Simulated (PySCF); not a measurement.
A GIAO shielding run with PySCF 2.14 (density fitting, non-relativistic, gas phase) on `C=CS(=O)(=O)O[SiH3]`, C2H6O3SSi:

```
$ OMP_NUM_THREADS=1 python probes_run.py task.json out

{"job": {"kind": "nmr", "xc": "PBE0", "basis": "pcSseg-1"}, "charge": 0, "multiplicity": 1}
C     -2.481592     0.380727     0.506237
C     -1.700355    -0.261583    -0.329856
S     -0.083245    -0.759240     0.215851
O      0.048112    -0.581454     1.626033
O      0.265682    -2.025565    -0.341718
O      0.758771     0.364501    -0.520903
Si     2.388348     0.477882    -0.339814
H     -3.466741     0.732664     0.244095
H     -2.132399     0.565678     1.508868
H     -1.918391    -0.517525    -1.349897
H      3.028191    -0.746598    -0.815538
H      2.704873     0.743098     1.061777
H      2.584357     1.627901    -1.219561
```

Hardware: 1 thread of an Arm Neoverse N1, shared host. The job also computes population analyses, field gradients.

(1) How large is the calculation?

(2) How long does it take?

Results:

(1) 72 electrons, 163 basis functions and 895 auxiliary functions.

(2) 31 s of wall time, with 14 SCF cycles and 5 response iterations. Times on a shared host scatter by some tens of per cent.
